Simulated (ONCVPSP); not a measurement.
# Plane-wave convergence, ONCV potential for hafnium

hafnium (Hf), optimised norm-conserving Vanderbilt (ONCV), made with ONCVPSP 4.0.1 (LDA (Perdew-Wang 92), scalar-relativistic). Core [Kr] 4d10 4f14, reference 5s2 5p6 5d2 6s1 (charge +1). Waves: 5s+6s: rc 1.85 bohr, ncon 4, nbas 7, qcut 6 1/bohr, 2 projectors; 5p: rc 1.70 bohr, ncon 5, nbas 9, qcut 9.6 1/bohr, 2 projectors, debl 1.9 Ha; 5d: rc 2.80 bohr, ncon 3, nbas 7, qcut 5.2 1/bohr, 2 projectors, debl 3.5 Ha. Local part: polynomial inside 1.50 bohr (lpopt 1, dvloc0 0 Ha). Core correction: Teter function, fcfact 3.5, rcfact 1.8.

Question: For each optimised wave give the share of its norm inside rc, the residual kinetic energy above qcut (Ha) and the cutoffs (Ha) for errors of 10, 1, 0.1 and 0.01 mHa per electron.

Answer:

| wave | norm inside rc | residual KE | 10 mHa | 1 mHa | 0.1 mHa | 0.01 mHa |
| --- | --- | --- | --- | --- | --- | --- |
| 5s | 0.955 | 3.4e-05 | 10.1 | 13.8 | 16.7 | 32.8 |
| 6s | 0.077 | 5.1e-05 | 7.8 | 13.4 | 17.0 | 32.2 |
| 5p | 0.801 | 3.3e-07 | 22.5 | 30.0 | 35.8 | 40.2 |
| p projector 2 | 0.041 | 6.5e-08 | 13.6 | 25.0 | 32.2 | 37.4 |
| 5d | 0.752 | 7.2e-07 | 7.1 | 9.1 | 10.8 | 12.1 |
| d projector 2 | 0.130 | 8.1e-05 | 9.6 | 11.7 | 14.1 | 30.8 |

The occupied waves need 30 Ha and 36 Ha for 1 and 0.1 mHa.
